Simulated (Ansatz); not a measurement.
The same path of AsH₄OP (7 atoms, charge 0, multiplicity 1) was run 3 times with different band settings. The coordinate that changes most is the dihedral P1–O2–As3–H6.

These are results of RKS PBE0/def2-SVP (Ansatz), not measurements.

Relaxed end points:

```xyz
7
Properties=species:S:1:pos:R:3
P -1.030 0.813 -0.875
O -0.039 -0.296 -0.114
As 1.160 0.289 1.116
H -2.277 0.121 -0.724
H -0.879 0.340 -2.220
H 0.811 -0.765 2.170
H 2.316 -0.571 0.602
```

```xyz
7
Properties=species:S:1:pos:R:3
P -0.567 0.297 -1.122
O -0.514 0.533 0.532
As 0.963 0.162 1.495
H -1.894 0.794 -1.318
H -1.023 -1.069 -1.168
H 1.094 -1.323 1.111
H 2.002 0.538 0.425
```

Common settings: spring 5.0 eV/Å²; optimiser quadratic models (default); start path IDPP; end points relaxed.

| run | movable images | climbing image | force threshold | iteration limit |
| --- | --- | --- | --- | --- |
| 1 | 5 | yes | 0.05 eV/Å | 37 |
| 2 | 8 | no | 0.05 eV/Å | 28 |
| 3 | 5 | yes | 0.5 eV/Å | 55 |

Q: What does each run give, and how far can it be trusted?

A: Run 1: converged after 13 iterations, highest image 0.040 eV above the first end. A vibrational analysis at the climbing image gives one clearly imaginary mode, 121i cm⁻¹: a first-order saddle point.
Run 2: converged after 9 iterations, highest image 0.042 eV above the first end. No image climbed, so the highest image needn't sit at the top of the path.
Run 3: converged after 3 iterations, highest image 0.097 eV above the first end. The threshold of 0.5 eV/Å is loose, so the images may lie well off the minimum-energy path. The order of the point at the top wasn't checked. Another band between the same ends, with other settings, climbed to 0.040 eV only, so this figure is probably too high.
